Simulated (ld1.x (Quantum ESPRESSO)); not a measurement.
Before and after: PAW potential for silver

| Property | Result |
| --- | --- |
| Element | Ag |
| Generator | ld1.x (Quantum ESPRESSO) 7.5 |
| Type | PAW |
| Functional | LDA (PZ) |
| Relativity | scalar-relativistic |
| Frozen core | [Kr] |
| Valence charge | 11 |
| Reference configuration | 4d10 5s1 5p0 |
| Partial waves | 5s (bound): rcut 2.00, rcutus 2.75 bohr; 5s channel at 1.4 Ry: rcut 2.00, rcutus 2.75 bohr; 5p (bound, empty): rcut 2.40, rcutus 2.55 bohr; 5p channel at 1.55 Ry: rcut 2.40, rcutus 2.55 bohr; 4d (bound): rcut 1.10, rcutus 1.50 bohr; 4d channel at -0.1 Ry: rcut 1.10, rcutus 1.50 bohr |
| Local potential | all-electron potential smoothed inside 2.55 bohr (lloc = -2) |
| Core correction | Bessel-smoothed model core inside 1.45 bohr |
| Augmentation charge | GAUSS, radius 1.25 bohr |

Change: all radii but the core radius scaled by about 0.87 (s 2.40, p 2.22, d 1.30 bohr, rcut 1.74/2.10/0.96); local potential all-electron potential smoothed inside 2.22 bohr (lloc = -2); augmentation GAUSS, radius 1.08 bohr.

Cutoffs: the cutoffs (Ry, on a coarse ladder) from which the occupation-weighted sum of valence levels, in a spherical-Bessel basis at the reference potential, stays within 10 and 1 mRy of its value at 400 Ry; they do not see the model core or the augmentation charge, which bear on the density cutoff. Errors are all-electron minus pseudo energies relative to the spin-unpolarised reference configuration.

Problem. How do hardness, ghosts and transferability respond?

Solution. The potential gets harder (50 Ry and 90 Ry → 70 Ry and 110 Ry); the number of tests that count goes from 9 to 4 (the test run of the changed file stopped, so its transferability is not established); of the 4 tests that both files solve, the error grows in 1 and shrinks in 0 by more than 15 % and 0.3 meV (median size 197.8 → 188.8 meV); neither file shows a bound ghost at the reference potential, the only one tested. A smaller radius makes the pseudo-wave follow the all-electron one further in, where it bends more sharply, so more plane waves are needed.

```csv
quantity,base,changed
"cutoff, loose",50 Ry,70 Ry
"cutoff, tight",90 Ry,110 Ry
loose cutoff by channel (10 mRy a level),"s 6 Ry, d 40 Ry","s 6 Ry, d 50 Ry"
bound ghosts,none,none
"tests counted (converged, no solver errors)",9 of 9,4 of 9 (the test run stopped)
"error for 4d10 5s0 5p0, meV [ΔE 8.10 eV]",-1.2,-2.5
"error for 4d9 5s0 5p0, meV [ΔE 30.49 eV]",-55,-53
"error for 4d8 5s0 5p0, meV [ΔE 66.92 eV]",-340,-324
"error for 4d7 5s0 5p0, meV [ΔE 118.85 eV]",-1058,-1007
lowest overlap eigenvalue by channel,"s 0.44, p 0.59, d 0.99","s 0.45, p 0.66, d 0.99"
```

Changed file: Tests not counted: 4d9 5s1 5p1 (solver errors, printed error -2.6 eV).
